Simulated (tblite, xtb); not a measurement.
Cl2Si, triplet, at a GFN2-xTB geometry (the spin is typed, not shown lowest). Base run: GFN1-xTB run with xtb.

xtb was given this input:
```
$ xtb mol.xyz --gfn 1 --uhf 2 --json

# file mol.xyz
3

Si     0.00116356     0.00485476     0.75153490
Cl     1.13018859     1.35003223    -0.31993995
Cl    -1.13114682    -1.35403027    -0.29897114
```

Programs used: tblite, xtb; a row that names a program was run with it.

Variants of this job, named by their change:

```tsv
change	ΔE vs base (mEh)	dipole (D)	SCF cycles
base	0.000	1.23	8
acc = 0.1	0.000	1.23	9
alpb = benzene	-1.453	1.24	9
program = tblite; method = gfn1	0.000	-	-
file = coord	0.000	1.23	8
etemp = 1000	0.000	1.23	8
acc = 30	0.000	1.23	7
acc = 0.0001	0.000	1.23	12
program = tblite; method = gfn1; option = (--etemp, 2000)	-0.063	-	-
```

ALPB and GBSA are two models with their own fitted parameters for each solvent, which aren't always the measured dielectric constant.
